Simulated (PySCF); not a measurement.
## Correlation energy of F²⁺ (fluorine, charge +2)

[He] 2s2 2p3, high-spin 4S determinant. Calculation: PySCF 2.14, in def2-TZVP (5s3p2d1f, 31 functions); the non-relativistic Hamiltonian (point nucleus). Frozen: 1s2; 5 electrons correlated.

MP2 pair energies summed by pair of shells (mhartree):

| pair | energy | share (%) |
| --- | --- | --- |
| 2s-2p | -64.60 | 66.6 |
| 2p-2p | -23.02 | 23.7 |
| 2s-2s | -9.43 | 9.7 |

Total MP2 correlation energy: -97.06 mhartree.

Same-spin part -27.96 and opposite-spin part -69.10 mhartree; SCS-MP2 scales them by 1/3 and 6/5 to -92.23 mhartree.

| level | correlation energy (mhartree) |
| --- | --- |
| CCSD | -111.34 |
| (T) | -1.13 |
| CCSD(T) | -112.47 |

Diagnostics: T1 = 0.0028, D1 = 0.0061, largest double amplitude 0.032.

Cost of the coupled-cluster step: 0.41 s of wall time on 1 thread of Neoverse-N1 (shared host), for 5 correlated electrons.

Iterations:

```
CC2 = 0
CCSD nocc = (np.int64(4), np.int64(1)), nmo = (30, 30)
frozen orbitals [[0], [0]]
max_cycle = 100
direct = 0
conv_tol = 1e-08
conv_tol_normt = 1e-06
diis_space = 8
diis_start_cycle = 0
Init t2, MP2 energy = -0.0970563385530545
Init E_corr(UCCSD) = -0.0970563385530787
cycle = 1  E_corr(UCCSD) = -0.108574144757632  dE = -0.0115178062  norm(t1,t2) = 0.0197118
cycle = 2  E_corr(UCCSD) = -0.110581075918645  dE = -0.00200693116  norm(t1,t2) = 0.00593318
cycle = 3  E_corr(UCCSD) = -0.111361178213267  dE = -0.000780102295  norm(t1,t2) = 0.00216527
cycle = 4  E_corr(UCCSD) = -0.111331503713715  dE = 2.96744996e-05  norm(t1,t2) = 0.000286882
cycle = 5  E_corr(UCCSD) = -0.11133581160675  dE = -4.30789304e-06  norm(t1,t2) = 4.655e-05
cycle = 6  E_corr(UCCSD) = -0.111335823300824  dE = -1.16940736e-08  norm(t1,t2) = 2.6397e-06
cycle = 7  E_corr(UCCSD) = -0.111335838649465  dE = -1.53486411e-08  norm(t1,t2) = 3.06856e-07
cycle = 8  E_corr(UCCSD) = -0.111335836454912  dE = 2.19455316e-09  norm(t1,t2) = 3.80385e-08
UCCSD converged
E(UCCSD) = -97.72005719980007  E_corr = -0.1113358364549119
UCCSD(T) correction = -0.00113388448029479
```
